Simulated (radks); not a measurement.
Neutral helium, [He]. Method: non-relativistic Kohn-Sham, PBE, spin-polarised, spherical densities, point nucleus; computed with a radial shooting solver on a logarithmic mesh with Libxc functionals. Every spin shell is full or empty, so the densities are truly spherical. Functionals are evaluated on that one density, not self-consistently. Rank these exchange functionals by their error against the exact value of the orbitals, and give that value: LDA, B88, revPBE, PW91, WC, AM05, SOGGA, EV93, APBE, TPSS.

Answer. Exact: -1.01337 hartree. From best to worst, with 100 (|E| - |E exact|)/|E exact| (equal figures are ties): B88 +0.31, PW91 -0.51, TPSS +0.66, revPBE +0.66, APBE +0.82, WC -2.95, EV93 +5.36, SOGGA -5.56, AM05 -10.37, LDA -13.63.
